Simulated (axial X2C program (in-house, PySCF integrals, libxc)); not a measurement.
# Worked dissociation energy of RhO: HF, without spin–orbit coupling

Computed with an in-house relativistic program for diatomic molecules. Spin-free means the one-electron spin-free X2C Hamiltonian. Basis: Rh dyall-cv3z [12s12p8d5f3g], O dyall-av3z [7s6p3d2f] (cores contracted in-house); Gaussian nuclei, density fitting, unrestricted open shells. Masses: Rh 102.906 u, O 15.995 u.

Molecular state: M_S = 3/2, Λ = 0 (beyond evenly filled blocks: σα, π+α, π-α).

| Property | Result |
| --- | --- |
| E(Rh) (2M_S = 3, M_L = 2) | -4781.245274 hartree |
| E(O) (2M_S = 2, M_L = 0) | -74.871065 hartree |
| E(RhO) at Re | -4856.099967 hartree |
| ωe | 606.1 cm⁻¹ |
| ωexe | 5.79 cm⁻¹ |

Q: Work out De and D0.

A: De = -4781.245274 + (-74.871065) − (-4856.099967) = -0.01637 hartree = -0.446 eV. The zero-point energy is ωe/2 − ωexe/4 = 302 cm⁻¹ = 0.037 eV, so D0 = -0.483 eV. A negative De means the minimum lies above these fragments, at Hartree–Fock because correlation, which is larger in the molecule than in the atoms, is missing; it does not show that the molecule is unbound.

The state is one determinant whose occupation by symmetry is held fixed; it was picked as the lowest of a PBE0 search that is not exhaustive. Dissociation energies refer to the lowest single-determinant-based atoms at the same level and basis. Other states lie close and PBE0, whose exact exchange favours high spin, may order them wrongly; the determinant shown need not be the ground state. The nearest other spin-free determinant of the search, M_S = 1/2, Λ = 0, lies 0.30 eV up at the distance of the search. The determinant is spin-polarised beyond a pure state at some levels (its spin-free form has ⟨S²⟩ too high), which makes Re and μ there less reliable.

Hartree–Fock lacks correlation and underbinds, often by eV.

Each atomic determinant is the lowest at this level and need not be a pure term. Totals compare only within one Hamiltonian and basis.
